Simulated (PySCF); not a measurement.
Choosing a molecule for a target property.

Species are written as SMILES; each is one conformer at its optimised geometry, gas phase, non-relativistic unless stated; the electronic structure was computed with PySCF and density fitting.

The conformers computed, where there is a choice (atom-mapped SMILES and torsion angles):
- `[CH3:1][C:2]#[C:3][SiH:4][Si@@H:5]([F:6])[PH2:7]`: C3–Si4–Si5–F6 -169°, H–P7–Si5–Si4 155°, H–P7–Si5–Si4 63°
- `[H]/[C:1]=[C:2](\[O:3][SiH3:4])[CH:5]1[CH2:6][CH2:7][CH2:8]1`: C1–C2–O3–Si4 14°, C1–C2–C5–C6 -97°
- `[CH3:1][CH2:2][Si:3]([CH3:4])[CH3:5]`: C1–C2–Si3–C4 -61°
- `[O:1]=[CH:2][C:3]1=[N:4][O:5][CH:6][CH+:7]1`: O1–C2–C3–N4 180°

Question: Wanted: isotropic g value below 2.0034 (unrestricted B3LYP/pcH-1, mean-field spin–orbit) and smallest rotational constant below 2 GHz (GFN2-xTB), at GFN2-xTB geometries. Which candidate meets both?
A. `CC#C[SiH][Si@@H](F)P` [radical]
B. `CC[Si](C)C` [radical]
C. `O=CC1=NO[CH][CH+]1` [radical]
D. `[H]/[C]=C(\O[SiH3])C1CCC1` [radical]

Answer: D. Computed values:
| species | isotropic g value | smallest rotational constant |
| --- | --- | --- |
| [H]/[C]=C(\O[SiH3])C1CCC1 [radical] | 2.00233 | 0.794 GHz |
| CC[Si](C)C [radical] | 2.00336 | 2.175 GHz |
| CC#C[SiH][Si@@H](F)P [radical] | 2.00348 | 0.535 GHz |
| O=CC1=NO[CH][CH+]1 [radical] | 2.00464 | 1.638 GHz |
